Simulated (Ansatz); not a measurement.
Computed with Ansatz on PBE0-D4/def2-TZVP structures; ΔE is electronic, products minus reactants. CBS: MP2 limit from def2 TZ/QZ plus the TZ coupled-cluster correction, frozen cores. This one scheme is used for every species. DFT in def2-TZVPP. B3LYP here is the variant with VWN-RPA as its local correlation; programs differ in this. HSE06 is defined as in plane-wave codes. def2 core potentials past Kr. For Cd outer-core shells are correlated without core-valence functions, which leaves a few kJ/mol of doubt a bond. One conformer a species, not always the lowest.

`C[S][Cd][OH]` + CH₃OH → `C[O][Cd][OH]` + CH₃SH  (ligand exchange at a Cd–S bond)

`C[S][Cd][OH]`:

Cartesian coordinates in Å:
```
C -0.862 0.304 -1.498
S -0.858 -1.195 -0.463
Cd 0.663 -0.672 1.206
O 2.037 -0.301 2.568
H -1.567 0.109 -2.307
H -1.206 1.179 -0.947
H 0.116 0.502 -1.934
H 1.677 0.074 3.375
```

CH₃OH:

Cartesian coordinates in Å:
```
C -0.164 0.185 -0.256
O 0.916 -0.416 0.420
H 0.242 0.661 -1.149
H -0.657 0.957 0.347
H -0.918 -0.547 -0.573
H 0.582 -0.841 1.212
```

`C[O][Cd][OH]`:

```xyz
8

C    -1.208    0.476   -0.999
O    -0.979   -0.429    0.045
Cd    0.728   -0.500    1.004
O     2.330   -0.596    2.127
H    -0.534    0.330   -1.856
H    -1.127    1.528   -0.689
H    -2.231    0.324   -1.364
H     3.021   -1.132    1.731
```

CH₃SH:

Z-matrix (Å, degrees):
```
C
S 1 1.806
H 1 1.089 2 111.5
H 1 1.089 2 111.5 3 -123.8
H 1 1.090 2 106.2 3 118.1
H 2 1.342 1 97.1 3 61.9
```

(1) Is it downhill or uphill in electronic energy at CCSD(T)/CBS, and by how much? (Estimate.)

(2) What do these levels give: B3LYP-D4, r2SCANh-D4, HSE06-D4, BHLYP-D4, CAM-B3LYP-D4, PBE0, r2SCAN0, BHLYP, LC-ωPBE, CCSD/def2-SVP, SCS-MP2/def2-TZVPP, HF/def2-QZVPP? (Estimate.)

(3) What do rigid-rotor, harmonic-oscillator terms from PBE0-D4/def2-TZVP frequencies (298.15 K, 1 bar) make of the CCSD(T)/CBS value? (Best estimate.)

Largest T1 diagnostic among the species: 0.017.

## Answers

(1) The calculation gave: Uphill: ΔE = +86.9 kJ/mol.

(2) Computed: B3LYP-D4 81.7, r2SCANh-D4 85.1, HSE06-D4 90.3, BHLYP-D4 88.8, CAM-B3LYP-D4 79.1, PBE0 88.9, r2SCAN0 89.3, BHLYP 85.9, LC-ωPBE 80.6, CCSD/def2-SVP 76.3, SCS-MP2/def2-TZVPP 80.2, HF/def2-QZVPP 87.4 kJ/mol.

(3) The calculation gave: ΔZPE = -8.5 kJ/mol, ΔH = +78.1 kJ/mol, ΔS = 2 J/(mol·K), ΔG = +77.6 kJ/mol.

In def2-TZVPP, CCSD(T) changes the Hartree–Fock value by −9.4 kJ/mol (the triples alone add −0.7 kJ/mol) and MP2 by −3.7 kJ/mol. From PBE to PBE0 (25 % exact exchange), in def2-TZVPP and without D4, ΔE moves by +7.9 kJ/mol. Leaving LDA and LC-ωPBE aside and taking each functional with its dispersion term where it has one, the values, not all of them listed here, spread over 16.0 kJ/mol, from BLYP-D4 to HSE06-D4. LDA lies +3.3 kJ/mol from PBE without D4.
